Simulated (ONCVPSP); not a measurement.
iron (Fe), ONCV: configuration errors across variants

* Element: Fe (Z = 26)
* Generator: ONCVPSP 4.0.1
* Type: optimised norm-conserving Vanderbilt (ONCV)
* Functional: LDA (Perdew-Wang 92)
* Relativity: scalar-relativistic
* Frozen core: [Ar]
* Valence charge: 8
* Reference configuration: 3d6 4s1 4p1
* Partial waves: 4s: rc 1.75 bohr, ncon 3, nbas 8, qcut 3.9 1/bohr, 3 projectors, debl 3.2 Ha; 4p: rc 2.40 bohr, ncon 4, nbas 9, qcut 3.5 1/bohr, 2 projectors, debl 3.8 Ha; 3d: rc 1.05 bohr, ncon 4, nbas 9, qcut 15.6 1/bohr, local
* Local potential: the d channel
* Core correction: polynomial model core, fcfact 0.2

All-electron excitation energies from the reference (eV): (1) 3d6 4s2 4p0 -4.176; (2) 3d6 4s1 4p0 4.798; (3) 3d6 4s0 4p0 21.284; (4) 3d7 4s1 4p0 -5.012.

2 further variants failed, have other tests or too few solved ones, and are left out.

A true bound ghost makes a file unfit for plane-wave use even where its test errors are small: the radial tests pick states by their node count and pass the ghost by.

Errors AE − PS in meV (a dash: test not solved or not reliable):

```csv
change,(1),(2),(3),(4),bound ghosts,GHOST(+) flags above zero
base,-1.1,-2.9,-33,-107,"s, p",none
"core correction polynomial model core, fcfact 0.44",-1.3,-2.9,-34,-112,"s, p",none
s: qcut 4.2; p: qcut 3.8; d: qcut 16.8,-1.1,-2.9,-33,-106,"s, p",s
"core correction Teter function fitted to the true core (icmod 2), fcfact 0.25",-0.7,-2.2,-22,-106,"s, p",none
"d: nproj 1; local potential polynomial inside 0.80 bohr (lpopt 5, dvloc0 0 Ha)",-1.0,-2.8,-33,-101,s,"s, p"
```

(1) Give the same row for: d: rc 0.82.

## Answers

(1) -1.3, -2.9, -34, -107; bound ghosts: s, p; GHOST(+) flags above zero: none.
